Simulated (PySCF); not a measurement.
## Löwdin shares of the frontier orbitals

GeCl₄.
Structure used (PBE0-D3(BJ)/def2-TZVP), in Å, numbered top down from 1:
```xyz
5
GeCl4 angstrom
Cl     1.981    0.035   -0.767
Ge     0.006   -0.006   -0.008
Cl    -1.158    1.463   -0.989
Cl    -0.841   -1.916   -0.343
Cl     0.044    0.389    2.070
```

Computed, not measured: TDDFT CAM-B3LYP/aug-cc-pVTZ, vertical, gas phase, core orbitals frozen in the response in PySCF 2.14.0, density-fitted response routines. Geometry: PBE0-D3(BJ)/def2-TZVP; no solvent, vibrations or thermal averaging. Relativistic effects, spin–orbit coupling among them, are left out although an element past zinc is present.

Kohn–Sham orbitals with the atoms that hold most of them (Löwdin shares over 4%, at most four atoms):

```csv
orbital,ε (eV),atoms
HOMO-3,-11.59,"Cl3 24%, Cl1 24%, Cl4 21%, Cl5 19%"
HOMO-2,-11.09,"Cl3 32%, Cl1 26%, Cl5 24%, Ge2 14%"
HOMO-1,-11.09,"Cl4 32%, Cl3 28%, Cl1 18%, Ge2 14%"
HOMO,-11.08,"Cl5 32%, Cl4 29%, Cl1 21%, Ge2 14%"
LUMO,-1.35,"Ge2 31%, Cl3 17%, Cl1 17%, Cl4 17%"
LUMO+1,0.49,"Ge2 68%, Cl3 8%, Cl1 8%, Cl5 8%"
LUMO+2,0.76,"Ge2 60%, Cl5 13%, Cl4 12%, Cl1 8%"
```

Within 0.005 eV of a neighbour in this list lie HOMO-2/HOMO-1/HOMO (point group found: Td); within a degenerate set the shares of single atoms can hang on how the components are chosen.

Problem. How does S1 compare with the orbital gap of 9.73 eV?

Solution. S1 is at 6.21 eV (f = 0.0000), 3.53 eV below the gap, made of HOMO-2/HOMO-1/HOMO→LUMO (≥94%). S1/S2/S3 lie within about 0.01 eV of each other. 

Next come S2 at 6.21 eV (f 0.0000), HOMO-2/HOMO-1/HOMO→LUMO (≥87%); S3 at 6.21 eV (f 0.0000), HOMO-2/HOMO-1/HOMO→LUMO (≥87%); S4 at 6.88 eV (f 0.087), HOMO-3→LUMO (91%); S5 at 6.88 eV (f 0.087), HOMO-4→LUMO (90%).

Orbitals of the list HOMO-3 to LUMO+2 that lie within 0.01 eV of each other are written together with a slash and their weights summed (≥ marks a lower bound); for degenerate orbitals outside that list single weights are arbitrary.
